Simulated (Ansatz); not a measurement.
Isolated molecules relaxed with PBE0-D4/def2-TZVP in Ansatz; ΔE leaves out vibrations. CCSD(T)/CBS adds triple-zeta CCSD(T) − MP2 to the extrapolated MP2 energy (def2 sets, frozen cores). This one scheme is used for every species, atoms too. For atomizations the MP2-based limit and the directly extrapolated one differ by several kJ/mol either way, and by 10 to 25 for some Ge, Se and Sn compounds, so smaller differences from it don't rank the levels. Functionals use def2-TZVPP. No spin–orbit coupling; open shells (•) take unrestricted orbitals. Spin–orbit coupling would lower the free atoms: a little for C, F, Si. Each species was taken in one conformer, which may not be the lowest.

Consider the atomization: `CN([SiH3])[SiH2]F` → C• + F• + 8 H• + N• + 2 Si•.

| species | B97M-V energy (Eh) |
| --- | --- |
| `CN([SiH3])[SiH2]F` | -776.51017 |
| C• | -37.85881 |
| F• | -99.73199 |
| H• | -0.50030 |
| N• | -54.59822 |
| Si• | -289.29108 |

Problem. Work out ΔE.

Solution. ΔE = 8 × (-0.50030) + 2 × (-289.29108) + (-37.85881) + (-99.73199) + (-54.59822) − (-776.51017) = 1.73659 Eh = +1089.7 kcal/mol. CCSD(T)/CBS gives +1092.3 kcal/mol.

Largest T1 diagnostic among the species: 0.012.

From r2SCAN to r2SCAN0 (25 % exact exchange), in def2-TZVPP and without D4, ΔE moves by −12.4 kcal/mol: exact exchange takes away binding that semilocal exchange gives to molecules. At CCSD(T), def2-SVP lies −75.2 kcal/mol from the extrapolated value and def2-TZVPP −29.8 kcal/mol: correlation converges slowly with the basis, and small sets miss more of it in the bonded molecule than in its fragments. In def2-TZVPP, CCSD(T) changes the Hartree–Fock value by +252.3 kcal/mol (the triples alone add +12.1 kcal/mol) and MP2 by +261.3 kcal/mol; breaking electron pairs costs correlation energy, which Hartree–Fock lacks.
